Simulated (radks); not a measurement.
Valence configurations of Ca II (all share [Ar]). Calculated with a radial shooting solver on a logarithmic mesh with Libxc functionals: Dirac Kohn-Sham, PBEsol, spin-unpolarised, spherical densities, finite nucleus; open shells fill j = l - 1/2 first; Fermi nuclear charge, rms radius 3.4776 fm. Energies are relative to 4s1; eigenvalues in eV.

| valence | E (eV) | e(3d3/2) | e(4p1/2) | e(4s1/2) |
|---|---|---|---|---|
| 4s1 | 0.000 | - | - | -8.942 |
| 3d0.5 4s0.5 | 0.496 | -6.812 | - | -8.162 |
| 3d1 | 1.312 | -5.595 | - | - |
| 3d0.5 4p0.5 | 1.903 | -7.301 | -5.678 | - |
| 4p1 | 3.003 | - | -6.510 | - |

NIST lists [Ar] 4s1 as the ground configuration; this level of theory agrees among the configurations tried. The energies are those of spherical spin-averaged densities, not of single terms.
